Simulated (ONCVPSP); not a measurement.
# What one change does to a pseudopotential (C, ONCV)

- Element: C (Z = 6)
- Generator: ONCVPSP 4.0.1
- Type: optimised norm-conserving Vanderbilt (ONCV)
- Functional: PBEsol
- Relativity: non-relativistic
- Frozen core: [He]
- Valence charge: 4
- Reference configuration: 2s2 (charge +2)
- Partial waves: 2s: rc 0.95 bohr, ncon 4, nbas 7, qcut 7.3 1/bohr, 2 projectors, debl 0.5 Ha; p scattering state at 0.27 Ha: rc 1.00 bohr, ncon 4, nbas 8, qcut 9.5 1/bohr, 2 projectors, debl 0.9 Ha; d scattering state at 0.02 Ha: rc 1.00 bohr, ncon 3, nbas 6, qcut 8.8 1/bohr, 1 projector
- Local potential: polynomial inside 0.65 bohr (lpopt 5, dvloc0 1 Ha)
- Core correction: Teter function fitted to the true core (icmod 2), fcfact 0.25

In the s channel the program set the typed energies aside and used -1.476, 0.250 Ha. In the p channel the program set the typed energies aside and used 0.050, 0.950 Ha.

Change: all radii but the core radius scaled by about 1.27 (s 1.20, p 1.28, d 1.28 bohr); local potential polynomial inside 0.82 bohr (lpopt 5, dvloc0 1 Ha).

Cutoffs: the cutoffs (Ha) at which the residual kinetic energy of the hardest occupied pseudo-wave falls to 1 and 0.1 mHa per electron; they do not see the model core or the augmentation charge, which bear on the density cutoff. Errors are all-electron minus pseudo energies relative to the spin-unpolarised reference configuration.

Task: Predict the effect on cutoff, ghosts and configuration errors.

Result: The potential gets neither clearly harder nor softer (22 Ha and 28 Ha → 21 Ha and 27 Ha); of the 4 tests that both files solve, the error grows in 3 and shrinks in 0 by more than 15 % and 0.3 meV (median size 22.5 → 48.3 meV); neither file shows a bound ghost. More of the atom is replaced by a form fitted at one configuration, so other configurations suffer.

```csv
quantity,base,changed
"cutoff, loose",22 Ha,21 Ha
"cutoff, tight",28 Ha,27 Ha
bound ghosts,none,none
GHOST(+) flags under 300 eV,s at 213.7 eV,none
"error for 2s2 2p2, meV [ΔE -34.81 eV]",+27,+57
"error for 2s2 2p1, meV [ΔE -24.02 eV]",+16,+30
"error for 2s1, meV [ΔE 47.94 eV]",+50,+48
"error for 2s1 2p2, meV [ΔE -15.33 eV]",+18,+48
"rms error of d²Exc/dni dnj with the model core, mHa",1.65,1.55
```
